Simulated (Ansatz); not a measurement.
Reaction (atomization): `[InH3]` → 3 H• + In•

Isolated molecules relaxed with PBE0-D4/def2-TZVP in Ansatz; ΔE leaves out vibrations. CBS: MP2 limit from def2 TZ/QZ plus the TZ coupled-cluster correction, frozen cores. This one scheme is used for every species, atoms too. DFT in def2-TZVPP. B3LYP here is the variant with VWN-RPA as its local correlation; programs differ in this. No spin–orbit coupling; open shells (•) take unrestricted orbitals. Spin–orbit coupling would lower the free atoms: strongly for In. def2 core potentials past Kr. For In outer-core shells are correlated without core-valence functions, so the limit isn't a true one: a few kJ/mol of doubt a bond, and 10 to 20 or more in all where bonds break to atoms.

`[InH3]`:

Z-matrix (Å, degrees):
```
In
H 1 1.724
H 1 1.724 2 120.0
H 1 1.724 2 120.0 3 -180.0
```

CCSD(T)/CBS gives +736.1 kJ/mol.

Problem. Another level gave +683.6 kJ/mol. Which?
A. B3LYP/def2-TZVPP
B. MP2/def2-TZVPP
C. CCSD/def2-TZVPP
D. PBE-QIDH/def2-TZVPP

Solution. B. MP2/def2-TZVPP 683.6, CCSD/def2-TZVPP 724.7, PBE-QIDH 712.5, B3LYP 716.9 kJ/mol.

Largest T1 diagnostic among the species: 0.015.

From PBE to PBE0 (25 % exact exchange), in def2-TZVPP and without D4, ΔE moves by +8.3 kJ/mol. Leaving LDA and LC-ωPBE aside and taking each functional with its dispersion term where it has one, the values, not all of them listed here, spread over 64.8 kJ/mol, from revPBE-D4 to B97M-V. LDA lies +112.2 kJ/mol from PBE without D4, its usual overbinding. In def2-TZVPP, CCSD(T) changes the Hartree–Fock value by +190.8 kJ/mol (the triples alone add +2.9 kJ/mol) and MP2 by +146.8 kJ/mol; breaking electron pairs costs correlation energy, which Hartree–Fock lacks.

For atomizations the MP2-based limit and the directly extrapolated one differ by several kJ/mol either way, and by 10 to 25 for some Ge, Se and Sn compounds, so smaller differences from it don't rank the levels.
